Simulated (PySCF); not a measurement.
Molecule: SMILES CC(C)(C)S(=O)(=O)Cl, C4H9ClO2S.

Cartesian coordinates in Å; atom numbers follow the order of the lines, from 1:
```xyz
17

C     4.2906    2.7929    4.8586
C     4.2455    3.3280    3.4374
C     2.8980    3.0536    2.7668
C     5.4086    2.8594    2.5794
S     4.2962    5.1671    3.5187
O     4.3711    5.7090    2.1765
O     3.3053    5.6398    4.4643
Cl    6.1805    5.5095    4.4190
H     4.1987    1.6969    4.8215
H     3.4634    3.1942    5.4599
H     5.2400    3.0433    5.3516
H     2.7714    1.9638    2.6822
H     2.8571    3.4884    1.7584
H     2.0657    3.4543    3.3624
H     5.3379    1.7674    2.4616
H     6.3740    3.0949    3.0477
H     5.3773    3.3209    1.5827
```

Geometry PBE0-D3(BJ)/def2-SVP throughout; GIAO in PySCF 2.14.0 with density-fitted response routines, gas phase, one conformer, non-relativistic; equivalent atoms averaged; functional PBE0.

(1) How do the absolute shieldings σ depend on the basis set? (ppm; last column core-seconds on 1 thread of an Arm Neoverse V1, shared host)

(2) Which nucleus moves most, in ppm?

(3) Taking the largest basis, def2-TZVP (314 functions), as the yardstick, rank the others by their worst heavy-atom deviation.

Answers

(1) 
| basis set | functions | C2 | C1/C3/C4 | S5 | O6/O7 | Cl8 | H9/H10/H11/H12/H13/H14/H15/H16/H17 | core-s |
| --- | --- | --- | --- | --- | --- | --- | --- | --- |
| pcSseg-0 | 98 | 103.6 | 165.6 | 61.2 | -39.0 | 382.2 | 30.99 | 12 |
| cc-pVDZ | 165 | 116.3 | 172.2 | 161.0 | 42.7 | 451.5 | 29.91 | 27 |
| def2-SVP | 165 | 115.9 | 170.0 | 168.5 | 47.2 | 464.0 | 29.98 | 24 |
| aug-cc-pVDZ | 273 | 112.9 | 171.5 | 170.9 | 51.3 | 425.9 | 29.77 | 61 |
| def2-TZVP | 314 | 105.5 | 161.6 | 46.1 | 31.8 | 364.1 | 29.94 | 73 |

(2) S5 (sulfonyl sulfur): from 46.1 ppm with def2-TZVP to 170.9 ppm with aug-cc-pVDZ. The smallest spread is 1.22 ppm, at H9/H10/H11/H12/H13/H14/H15/H16/H17. Proton shifts span only some 12 ppm, so a few tenths of a ppm matter as much there as several ppm in carbon.

(3) pcSseg-0 70.8 ppm (98 functions), cc-pVDZ 114.9 ppm (165 functions), def2-SVP 122.3 ppm (165 functions), aug-cc-pVDZ 124.7 ppm (273 functions).

A small basis that lands close on one nucleus may do so by chance; judge by the trend and by all nuclei.
